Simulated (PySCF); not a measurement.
## Working with the constants of KMg⁺

RHF-CCSD(T) constants of KMg⁺, ¹Σ⁺ (singlet), closed shell (basis K def2-SVP, Mg def2-SVP; no relativity; PySCF 2.14; masses 38.9637 and 23.9850 u):

| Quantity | Value |
| --- | --- |
| ωe | 89.9 cm⁻¹ |
| ωexe | 0.763 cm⁻¹ |
| Be | 0.074431 cm⁻¹ |
| αe | 0.000841 cm⁻¹ |
| D (centrifugal) | 2.04e-07 cm⁻¹ |
| De to K⁺ + Mg | 0.288 eV |

Question: Estimate the standard entropy (1 bar) and heat capacity of the ideal gas at 1500 K, rigid rotor with B0 and harmonic oscillator at the fundamental.

Answer: Translation (Sackur–Tetrode, M = 62.95 u): 194.1 J/(mol K). Rotation: q = kT/(σB0) = 14100 with σ = 1, 87.7. Vibration: x = hcν0/kT = 0.0848, 28.84. S° = 310.7 J/(mol K); Cp = 7R/2 + 8.31 = 37.4 J/(mol K).

Correlated steps freeze 6 core orbitals. The bond is weak. Basis-set superposition, not corrected here, can be much of De in a small basis, most of all at correlated wavefunction levels. For an ion De counts to the pair picked by the measured ionisation energies or electron affinities, which need not be the lowest pair at this level.
